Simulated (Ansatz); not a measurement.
```yaml
crystal:
  periodic: [false, false, false]
  atoms:
    - {symbol: C, position_ang: [-3.419007, 1.416954, 2.189858]}
    - {symbol: O, position_ang: [-1.069670, 0.341615, 1.530704]}
    - {symbol: Sb, position_ang: [-0.893721, -1.860815, -1.439949]}
    - {symbol: Si, position_ang: [3.996480, -1.645135, -1.226772]}
    - {symbol: Cl, position_ang: [-1.052742, 1.311722, -4.608030]}
    - {symbol: H, position_ang: [-3.238670, 2.208609, 4.088122]}
    - {symbol: H, position_ang: [-4.953703, 0.020199, 2.214059]}
    - {symbol: H, position_ang: [-3.940431, 2.942019, 0.890079]}
    - {symbol: H, position_ang: [5.036203, -2.692798, -3.617108]}
    - {symbol: H, position_ang: [4.737950, 1.038324, -0.915324]}
    - {symbol: H, position_ang: [4.920710, -3.188029, 0.933286]}
basis:
  gaussian: {orbitals: STO-3G}
hamiltonian: {xc: {name: PBE0}, pseudopotentials: {relativity: none}}
correlation: {method: rpa}
scf: {lower_state_search: full}
```

```sh
$ ansatz run in.yaml --threads 4 --pin off --events-out ev --progress --plain --max-ram 11315MiB
```

Output, abridged:

```
Functional definition: PBE0
  name "PBE0"
  cite "Adamo & Barone, J. Chem. Phys. 110, 6158 (1999) doi:10.1063/1.478522"
  cite "Perdew, Burke & Ernzerhof, Phys. Rev. Lett. 77, 3865 (1996) doi:10.1103/PhysRevLett.77.3865"
  parent pbe
  parameter a = 0.25
  parameter kappa = 0.804
  parameter beta = 0.06672455060314922
  exchange = (1 - a)*pbe_x(kappa = kappa, mu = beta*pi^2/3) + a*exact_x
  correlation = pbe_c(beta = beta)
639 factors; integrals over basis functions are off by at most 3.5e-5 eV
mean field evaluation 1: about -193349.0195 eV, gradient 5.7e1 eV
mean field evaluation 2: about -193348.9676 eV, gradient 5.7e1 eV
mean field evaluation 4: about -193140.0174 eV, gradient 3.3e1 eV
mean field evaluation 8: about -193408.7723 eV, gradient 2.3e1 eV
mean field evaluation 16: about -193411.8342 eV, gradient 1.7e-3 eV
mean field -193411.83417967 eV, -7107.7538068531 hartree, gradient 4.6e-6 eV, S^2 0.000000; 10 other end points of the search recorded, 0 dependent functions left out; unrestricted orbitals would lower it
mean field evaluation 224: about -193342.5431 eV, gradient 2.7e-3 eV
unrestricted determinant -193342.54308285 eV, -7105.2074060122 hartree, S^2 7.5018
30 core orbitals not correlated: weight in the atoms' cores, before any rotation towards them, 1.000 or more for the frozen orbitals, at most 0.000 for the correlated occupied ones
reference -193308.83355700 eV, -7103.9686037861 hartree; 21, 21 occupied and 10, 10 virtual orbitals, 639 factors
WARN: the method's energy lies above the unrestricted determinant's, so it is not that of the lowest state
Total energy: -193337.87595308 eV, -7105.0358921564 hartree
```

Q: Something in this input is off. What?

A: The coordinates are in bohr but typed as ångström. The run converged. The result belongs to that input, not to the molecule as meant.
